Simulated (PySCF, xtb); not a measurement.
Si(Cl)(OH)(SH)2 (ClH3OS2Si), SMILES O[Si](Cl)(S)S.

xtb with GFN2-xTB at its own geometry gives an orbital gap of 5.04 eV and a dipole moment of 3.44 D.

The structure is a stationary point at B3LYP-D3(BJ)/def2-SVP. The structure was generated by enumeration, and PubChem lists no compound with its InChIKey, so it may never have been made. Other conformers were not sampled.

Problem. What does PBE/def2-TZVP run with PySCF give? (An estimate is asked for; the answer gives what the named calculation found.)

Solution. gap 5.57 eV (levels -6.62 and -1.05 eV), dipole 1.71 D.
